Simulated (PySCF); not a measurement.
CH₂ClGeN.
Atom-mapped SMILES: `[N:1]#[C:2][GeH2:3][Cl:4]` (hydrogens: H5, H6 on Ge3)

Linear response at PBE0/def2-SVPD (PySCF, frozen core in the response, non-relativistic). Isolated species at its PBE0-D3(BJ)/def2-SVP geometry, gas phase. The PBE0/def2-SVPD calculation is non-relativistic and has no spin–orbit coupling, an omission that weighs most on germanium.

Static isotropic polarisability: 57.72 au (8.55 Å³), principal values 47.5, 55.8, 69.9 au.

Question: What is the polarisability at 1064 nm and at the sodium D line?

Answer: 58.24 au at 1064 nm (+0.9 %), 59.45 au at 589.3 nm (+3.0 %). The rise at 589.3 nm is 3.35 times that at 1064 nm; a pure ω² law gives 3.26. The lowest singlet lies at 192 nm, shorter than both wavelengths.

Question: What is the isotropic C6 coefficient between two such molecules, C6 = (3/π)∫α(iω)² dω?

Answer: 1257 au (Eh·bohr⁶) by a ten-point quadrature over imaginary frequencies, which is 751 eV·Å⁶ or 72.4 J·nm⁶/mol.

Question: Which effective excitation energy ω̄ makes London's formula C6 = (3/4)α²ω̄ exact here?

Answer: ω̄ = 4·C6/(3α²) = 0.503 Eh = 13.7 eV. A one-pole form α(ω) = α/(1 − ω²/ω̄²) fitted to the 1064 nm value gives 12.4 eV. London's choice of the ionisation energy (11.71 eV, ΔSCF at the same level) gives C6 = 1080 au, 14 % too low.

Question: What n − 1 at the D line would an ideal gas of it have at 273.15 K and 1 atm (2.6868 × 10¹⁹ cm⁻³), by n − 1 = 2π·N·α′?

Answer: 14.87 × 10⁻⁴, a formal value whether or not that pressure can be reached.

Question: What molar refraction at the D line follows from R = (4π/3)·N_A·α′, with α′ the polarisability volume?

Answer: α′ = 8.81 Å³ gives R = 22.22 cm³/mol, for isolated, non-vibrating species.

Question: How many electrons N does the Slater–Kirkwood formula C6 = (3/4)·√N·α^(3/2) need to give this C6?

Answer: N = (4·C6/3)²/α³ = 14.6; the species has 64 electrons in all.

Question: What does −C6/R⁶ come to at R = 12 Å between centres?

Answer: -24 J/mol. This is the leading, orientation-averaged term; C8 and higher terms are left out.

Question: What three-body coefficient follows from the one-pole estimate C9 = (3/4)·α·C6?

Answer: 54400 au. This is an estimate from the two numbers above, not a computed integral.

Question: The lowest 10 singlets have (eV, f): 6.45, 0.006; 6.62, 0.017; 6.84, 0.004; 7.22, 0.018; 7.40, 0.001; 7.70, 0.000; 7.80, 0.003; 7.82, 0.024; 7.90, 0.011; 8.03, 0.003. What share of the static polarisability do they carry in the sum over states α = Σ f/ω²?

Answer: 1.20 au, 2.1 % of α; the largest term, 0.29 au, is that of the state at 6.62 eV. Their oscillator strengths add up to 0.09. Higher states carry the rest.

Time: 59 s wall; peak memory 0.54 GiB. Hardware: one thread, Arm Neoverse V1 (aarch64), shared host. This is the whole response run at PBE0/def2-SVPD, SCF included.
